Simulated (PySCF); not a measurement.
# Reading the logs of faulty runs: AlBH4NO

All numbers below are calculated, not measured. They come from PySCF 2.14.0, an open-source quantum chemistry program, on an isolated molecule that a program drew, which may never have been made. The molecule is AlBH4NO (charge 0, doublet), drawn as the SMILES string `[NH2][Al][BH]O`.

Each row is a Hartree-Fock (HF) and frozen-core CCSD(T) single point in the cc-pV(D+d)Z basis, meant for a local HF minimum. Run 1 is clean. Each other run has one planted mistake out of seven kinds, and not every kind appears here: one electron removed, one electron added, multiplicity raised by two, geometry at a saddle point, minimal basis STO-3G, one bond length entered in bohr, all coordinates scaled. The reference is restricted for singlets and unrestricted otherwise, and also for a bond in bohr. Adding or removing an electron swaps singlet and doublet. Electrons count all cores. HOMO and LUMO are orbital energies over both spins, the gradient is its largest component, and the lowest frequency (negative if imaginary) is given only where the gradient is small. Bond lengths are over the 7 bonds as drawn. T1 is the CCSD diagnostic: over 0.02 (restricted) or 0.045 (unrestricted) a single reference is doubtful.

Geometry of the clean run:
```xyz
8
AlBH4NO, angstrom
N    -0.3424    2.4699    0.3355
Al    0.5679    0.9470    0.2243
B    -0.4120   -0.9688    0.5581
O    -0.8839   -1.6574   -0.5115
H    -1.3254    2.5548    0.5231
H     0.0461    3.3850    0.1996
H    -0.4894   -1.4905    1.6515
H    -1.2424   -2.5055   -0.2925
```

| run | electrons | basis functions | <S^2> | HOMO (eV) | LUMO (eV) | gradient (hartree/bohr) | lowest frequency (cm^-1) | mean bond (Å) | longest bond (Å) | T1 | HF (hartree) | CCSD(T) (hartree) | mistake |
|---|---|---|---|---|---|---|---|---|---|---|---|---|---|
| 1 | 37 | 85 | 0.772 | -7.24 | 1.74 | 3.7e-05 | 56 | 1.3543 | 2.178 | 0.0193 | -398.28793 | -398.82368 | no fault |
| 2 | 37 | 85 | 0.758 | -7.23 | 1.51 | 3.7e-05 | -52 | 1.3563 | 2.192 | 0.0188 | -398.28643 | -398.82256 | geometry at a saddle point |
| 3 | 37 | 85 | 0.772 | -7.10 | 1.87 | 3.3e-02 | - | 1.3191 | 2.121 | 0.0184 | -398.28250 | -398.81396 | ? |
| 4 | 38 | 85 | 0.000 | 0.35 | 7.47 | 4.2e-02 | - | 1.3543 | 2.178 | 0.0187 | -398.24696 | -398.81462 | ? |

**Which mistake was planted in run 3, and what did it cost?**

The mean and the longest bond both change by the same factor, 0.974, and the gradient is no longer small. So the mistake is: all coordinates scaled. Subtracting run 1 and multiplying by 627.51 kcal/mol a hartree, the energy moved by 3.4 kcal/mol in HF and 6.1 kcal/mol in CCSD(T).

**Which mistake was planted in run 4, and what did it cost?**

It counts 38 electrons, one more than the clean run, at the same geometry and basis. So the mistake is: one electron added. Subtracting run 1 and multiplying by 627.51 kcal/mol a hartree, the energy moved by 25.7 kcal/mol in HF and 5.7 kcal/mol in CCSD(T).

Cautions from the logs. Run 4: the HOMO is above zero, so the electron isn't bound and the energy depends on the basis.
